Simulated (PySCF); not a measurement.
**Spin-rotation constants: SMILES c1ccc2[nH]ccc2c1, C8H7N**

Molfile (atoms numbered from 1):
```
C8H7N
     RDKit          3D

 16 17  0  0  0  0  0  0  0  0999 V2000
    2.1590   -0.3465   -0.0316 C   0  0  0  0  0  0  0  0  0  0  0  0
    1.9180    1.0231   -0.1736 C   0  0  0  0  0  0  0  0  0  0  0  0
    0.6354    1.5274   -0.1864 C   0  0  0  0  0  0  0  0  0  0  0  0
   -0.4115    0.6241   -0.0544 C   0  0  0  0  0  0  0  0  0  0  0  0
   -1.7617    0.8244   -0.0329 N   0  0  0  0  0  0  0  0  0  0  0  0
   -2.3883   -0.3827    0.1165 C   0  0  0  0  0  0  0  0  0  0  0  0
   -1.4646   -1.3779    0.1946 C   0  0  0  0  0  0  0  0  0  0  0  0
   -0.1833   -0.7666    0.0887 C   0  0  0  0  0  0  0  0  0  0  0  0
    1.1263   -1.2468    0.0996 C   0  0  0  0  0  0  0  0  0  0  0  0
    3.1803   -0.6991   -0.0259 H   0  0  0  0  0  0  0  0  0  0  0  0
    2.7568    1.6962   -0.2751 H   0  0  0  0  0  0  0  0  0  0  0  0
    0.4498    2.5863   -0.2959 H   0  0  0  0  0  0  0  0  0  0  0  0
   -2.2216    1.7150   -0.1131 H   0  0  0  0  0  0  0  0  0  0  0  0
   -3.4596   -0.4396    0.1561 H   0  0  0  0  0  0  0  0  0  0  0  0
   -1.6620   -2.4246    0.3127 H   0  0  0  0  0  0  0  0  0  0  0  0
    1.3195   -2.3037    0.2092 H   0  0  0  0  0  0  0  0  0  0  0  0
  1  2  2  0
  2  3  1  0
  3  4  2  0
  4  5  1  0
  5  6  1  0
  6  7  2  0
  7  8  1  0
  8  9  2  0
  9  1  1  0
  8  4  1  0
  1 10  1  0
  2 11  1  0
  3 12  1  0
  5 13  1  0
  6 14  1  0
  7 15  1  0
  9 16  1  0
M  END
```

Computed, not measured: PySCF 2.14.0, GIAO CAM-B3LYP/ANO-RCC-VDZP magnetisability, rotational g tensor and spin-rotation constants, non-relativistic, gas phase. Geometry: GFN2-xTB.

Q: Give the nuclear spin-rotation constants along the inertial axes (H = +C I·J) beside the isotropic shieldings.

A: Rotational constants 3.9283, 1.6639, 1.1688 GHz. A star marks the isotopologue with that one atom substituted, in its own axes.
| atom | isotope | Caa (kHz) | Cbb (kHz) | Ccc (kHz) | mean (kHz) | σ (ppm) |
| --- | --- | --- | --- | --- | --- | --- |
| N5 | 14N | 0.361 | 0.191 | 0.068 | 0.206 | 126.0 |
| H10 | 1H | 0.264 | -0.093 | -0.107 | 0.021 | 24.3 |
| H11 | 1H | 0.235 | -0.080 | -0.108 | 0.016 | 24.2 |
| H12 | 1H | -0.395 | 0.182 | -0.108 | -0.107 | 24.2 |
| H13 | 1H | -0.322 | 0.111 | -0.114 | -0.108 | 23.9 |
| H14 | 1H | 0.415 | -0.171 | -0.115 | 0.043 | 24.4 |
| H15 | 1H | -0.290 | 0.133 | -0.118 | -0.092 | 24.9 |
| H16 | 1H | -0.395 | 0.196 | -0.104 | -0.101 | 23.7 |
| C1 | 13C* | 1.681 | 0.600 | 0.115 | 0.799 | 67.8 |
| C2 | 13C* | 1.688 | 0.614 | 0.116 | 0.806 | 65.3 |
| C3 | 13C* | 1.243 | 0.696 | 0.117 | 0.686 | 79.1 |
| C4 | 13C* | 1.747 | 0.649 | 0.154 | 0.850 | 51.2 |
| C6 | 13C* | 1.657 | 0.532 | 0.177 | 0.789 | 65.8 |
| C7 | 13C* | 1.282 | 0.584 | 0.145 | 0.670 | 86.6 |
| C8 | 13C* | 1.651 | 0.694 | 0.118 | 0.821 | 57.8 |
| C9 | 13C* | 1.320 | 0.750 | 0.121 | 0.730 | 67.1 |

For the geometry as given, no vibrational averaging.
